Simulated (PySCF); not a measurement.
Cl4Si, charge -1, doublet, geometry from GFN2-xTB (a state made from the parent by changing its charge; the spin is typed, not shown lowest); DF-HF/6-311+G(2d,p) run with PySCF.

Input for PySCF:
```python
from pyscf import gto, scf

mol = gto.M(
    atom='''
Cl   -1.297627   -1.060835   -0.817422
Si   -0.106813    0.188391    0.322649
Cl   -0.847331    2.105408   -0.695292
Cl    0.475527   -1.449641    1.818395
Cl    1.757395    0.249922   -0.571391
''',
    basis='6-311+g(2d,p)',
    charge=-1,
    spin=1,
    verbose=4,
)

mf = scf.UHF(mol)
mf = mf.density_fit(auxbasis='def2-universal-jkfit')
mf.kernel()
mf.analyze()
```

Question: Write the output that PySCF gives for this input, abridged.

Answer: 
```
PySCF version 2.14.0

[INPUT] verbose = 4
[INPUT] num. atoms = 5
[INPUT] num. electrons = 83
[INPUT] charge = -1
[INPUT] spin (= nelec alpha-beta = 2S) = 1
[INPUT] symmetry False subgroup None
[INPUT] Mole.unit = angstrom
[INPUT] Symbol           X                Y                Z      unit          X                Y                Z       unit  Magmom
[...]
nuclear repulsion = 502.237101776705
number of shells = 75
number of NR pGTOs = 282
number of NR cGTOs = 175
basis = 6-311+g(2d,p)
ecp = {}

******** <class 'pyscf.df.df_jk.DFUHF'> ********
method = DFUHF
initial guess = minao
damping factor = 0
level_shift factor = 0
DIIS = <class 'pyscf.scf.diis.CDIIS'>
diis_start_cycle = 1
diis_space = 8
diis_damp = 0
SCF conv_tol = 1e-09
SCF conv_tol_grad = None
SCF max_cycles = 50
direct_scf = False
number electrons alpha = 42  beta = 41
Set gradient conv threshold to 3.16228e-05
******** <class 'pyscf.df.df.DF'> ********
auxbasis = def2-universal-jkfit
init E= -2127.24882784758

cycle= 1 E= -2127.11136996794  delta_E= 0.137  |g|= 0.344  |ddm|= 2.21
cycle= 2 E= -2127.17190715451  delta_E= -0.0605  |g|= 0.204  |ddm|= 0.93
cycle= 3 E= -2127.19370424494  delta_E= -0.0218  |g|= 0.0385  |ddm|= 0.23
cycle= 4 E= -2127.19619597718  delta_E= -0.00249  |g|= 0.0164  |ddm|= 0.215
cycle= 5 E= -2127.19673052013  delta_E= -0.000535  |g|= 0.00618  |ddm|= 0.107
cycle= 6 E= -2127.19682443691  delta_E= -9.39e-05  |g|= 0.00231  |ddm|= 0.054
cycle= 7 E= -2127.19683907979  delta_E= -1.46e-05  |g|= 0.000912  |ddm|= 0.0184
cycle= 8 E= -2127.19684120954  delta_E= -2.13e-06  |g|= 0.000399  |ddm|= 0.00502
cycle= 9 E= -2127.19684160147  delta_E= -3.92e-07  |g|= 0.000129  |ddm|= 0.00199
cycle= 10 E= -2127.1968416428  delta_E= -4.13e-08  |g|= 3.67e-05  |ddm|= 0.000795
cycle= 11 E= -2127.19684164598  delta_E= -3.19e-09  |g|= 1.14e-05  |ddm|= 0.000205
cycle= 12 E= -2127.19684164631  delta_E= -3.31e-10  |g|= 4.7e-06  |ddm|= 8.28e-05
Extra cycle  E= -2127.19684164635  delta_E= -3.64e-11  |g|= 3e-06  |ddm|= 2.2e-05
converged SCF energy = -2127.19684164635  <S^2> = 0.76021769  2S+1 = 2.0101917
**** SCF Summaries ****
Total Energy =                       -2127.196841646349640
Nuclear Repulsion Energy =             502.237101776704606
One-electron Energy =                -3959.729306991119302
Two-electron Energy =                 1330.295363568065113
Two-electron Coulomb Energy =         1461.265578297876118
DFT Exchange-Correlation Energy =     -130.970214729811005
**** MO energy ****
                             alpha | beta                alpha | beta
[...]
To work with the spin densities directly, `use mulliken_meta_spin()` only printing them here.

 ** Mulliken spin pop alpha/beta on meta-lowdin orthogonal AOs **
 ** Mulliken Spin Density (per AO)  **
spin_pop of  0 Cl 1s       -0.00000
spin_pop of  0 Cl 2s        0.00000
spin_pop of  0 Cl 3s       -0.00026
spin_pop of  0 Cl 4s        0.00064
spin_pop of  0 Cl 5s        0.00012
spin_pop of  0 Cl 6s        0.00010
spin_pop of  0 Cl 7s        0.00003
spin_pop of  0 Cl 2px       0.00000
spin_pop of  0 Cl 2py       0.00000
spin_pop of  0 Cl 2pz       0.00000
spin_pop of  0 Cl 3px      -0.00121
spin_pop of  0 Cl 3py       0.00621
spin_pop of  0 Cl 3pz       0.01455
spin_pop of  0 Cl 4px       0.00069
spin_pop of  0 Cl 4py      -0.00004
spin_pop of  0 Cl 4pz       0.00095
spin_pop of  0 Cl 5px      -0.00000
spin_pop of  0 Cl 5py      -0.00002
spin_pop of  0 Cl 5pz      -0.00003
spin_pop of  0 Cl 6px      -0.00001
spin_pop of  0 Cl 6py       0.00003
spin_pop of  0 Cl 6pz       0.00005
spin_pop of  0 Cl 7px      -0.00001
spin_pop of  0 Cl 7py       0.00003
spin_pop of  0 Cl 7pz       0.00005
spin_pop of  0 Cl 3dxy     -0.00000
spin_pop of  0 Cl 3dyz     -0.00047
spin_pop of  0 Cl 3dz^2    -0.00002
spin_pop of  0 Cl 3dxz     -0.00001
spin_pop of  0 Cl 3dx2-y2   -0.00002
spin_pop of  0 Cl 4dxy      0.00001
spin_pop of  0 Cl 4dyz     -0.00001
spin_pop of  0 Cl 4dz^2     0.00002
spin_pop of  0 Cl 4dxz     -0.00000
[...]
spin_pop of  2 Cl 6px      -0.00001
spin_pop of  2 Cl 6py       0.00004
spin_pop of  2 Cl 6pz       0.00008
spin_pop of  2 Cl 7px      -0.00001
spin_pop of  2 Cl 7py       0.00002
spin_pop of  2 Cl 7pz       0.00005
spin_pop of  2 Cl 3dxy     -0.00011
spin_pop of  2 Cl 3dyz     -0.00141
spin_pop of  2 Cl 3dz^2     0.00049
spin_pop of  2 Cl 3dxz     -0.00009
spin_pop of  2 Cl 3dx2-y2   -0.00025
spin_pop of  2 Cl 4dxy     -0.00001
spin_pop of  2 Cl 4dyz     -0.00004
spin_pop of  2 Cl 4dz^2     0.00001
spin_pop of  2 Cl 4dxz     -0.00001
spin_pop of  2 Cl 4dx2-y2   -0.00001
spin_pop of  3 Cl 1s       -0.00000
spin_pop of  3 Cl 2s        0.00000
spin_pop of  3 Cl 3s        0.00922
spin_pop of  3 Cl 4s        0.00035
spin_pop of  3 Cl 5s        0.00045
spin_pop of  3 Cl 6s        0.00049
spin_pop of  3 Cl 7s        0.00005
spin_pop of  3 Cl 2px       0.00000
spin_pop of  3 Cl 2py       0.00000
spin_pop of  3 Cl 2pz       0.00000
spin_pop of  3 Cl 3px       0.01430
spin_pop of  3 Cl 3py       0.09608
spin_pop of  3 Cl 3pz       0.01288
spin_pop of  3 Cl 4px       0.00001
spin_pop of  3 Cl 4py       0.00126
spin_pop of  3 Cl 4pz      -0.00036
spin_pop of  3 Cl 5px       0.00001
spin_pop of  3 Cl 5py       0.00017
spin_pop of  3 Cl 5pz       0.00013
spin_pop of  3 Cl 6px       0.00000
spin_pop of  3 Cl 6py       0.00012
spin_pop of  3 Cl 6pz      -0.00001
spin_pop of  3 Cl 7px      -0.00000
spin_pop of  3 Cl 7py       0.00007
spin_pop of  3 Cl 7pz      -0.00001
spin_pop of  3 Cl 3dxy     -0.00026
spin_pop of  3 Cl 3dyz     -0.00086
spin_pop of  3 Cl 3dz^2     0.00026
spin_pop of  3 Cl 3dxz     -0.00012
spin_pop of  3 Cl 3dx2-y2   -0.00040
spin_pop of  3 Cl 4dxy     -0.00002
spin_pop of  3 Cl 4dyz     -0.00001
spin_pop of  3 Cl 4dz^2    -0.00001
spin_pop of  3 Cl 4dxz     -0.00000
spin_pop of  3 Cl 4dx2-y2   -0.00002
spin_pop of  4 Cl 1s       -0.00000
spin_pop of  4 Cl 2s        0.00000
spin_pop of  4 Cl 3s       -0.00026
spin_pop of  4 Cl 4s        0.00064
spin_pop of  4 Cl 5s        0.00012
spin_pop of  4 Cl 6s        0.00010
spin_pop of  4 Cl 7s        0.00003
spin_pop of  4 Cl 2px       0.00000
spin_pop of  4 Cl 2py       0.00000
spin_pop of  4 Cl 2pz       0.00000
spin_pop of  4 Cl 3px       0.00444
spin_pop of  4 Cl 3py       0.00194
spin_pop of  4 Cl 3pz       0.01318
spin_pop of  4 Cl 4px      -0.00004
spin_pop of  4 Cl 4py       0.00052
spin_pop of  4 Cl 4pz       0.00113
spin_pop of  4 Cl 5px      -0.00001
spin_pop of  4 Cl 5py      -0.00002
spin_pop of  4 Cl 5pz      -0.00003
spin_pop of  4 Cl 6px       0.00004
spin_pop of  4 Cl 6py      -0.00000
spin_pop of  4 Cl 6pz       0.00004
spin_pop of  4 Cl 7px       0.00004
spin_pop of  4 Cl 7py       0.00000
spin_pop of  4 Cl 7pz       0.00004
spin_pop of  4 Cl 3dxy      0.00001
spin_pop of  4 Cl 3dyz      0.00010
spin_pop of  4 Cl 3dz^2     0.00006
spin_pop of  4 Cl 3dxz     -0.00059
spin_pop of  4 Cl 3dx2-y2   -0.00008
spin_pop of  4 Cl 4dxy      0.00005
spin_pop of  4 Cl 4dyz      0.00000
spin_pop of  4 Cl 4dz^2     0.00001
spin_pop of  4 Cl 4dxz     -0.00000
spin_pop of  4 Cl 4dx2-y2    0.00000
 ** Mulliken Spin Density (per atom)  **
spin density of  0 Cl =      0.02145
spin density of  1 Si =      0.68955
spin density of  2 Cl =      0.13377
spin density of  3 Cl =      0.13377
spin density of  4 Cl =      0.02145
 ** Mulliken pop alpha/beta on meta-lowdin orthogonal AOs **
 ** Mulliken pop       alpha | beta **
In total            42.00000 | 41.00000
 ** Mulliken atomic charges   ( Nelec_alpha | Nelec_beta ) **
charge of  0Cl =     -0.37051  (     8.69598      8.67453 )
charge of  1Si =      0.80012  (     6.94472      6.25517 )
charge of  2Cl =     -0.52955  (     8.83166      8.69789 )
charge of  3Cl =     -0.52955  (     8.83166      8.69789 )
charge of  4Cl =     -0.37051  (     8.69598      8.67453 )

WARN: System has nonzero charge -1; the dipole moment is origin-dependent.
Location of origin: [0. 0. 0.]

Dipole moment(X, Y, Z, Debye):  0.22041, -0.38874, -0.66578
```
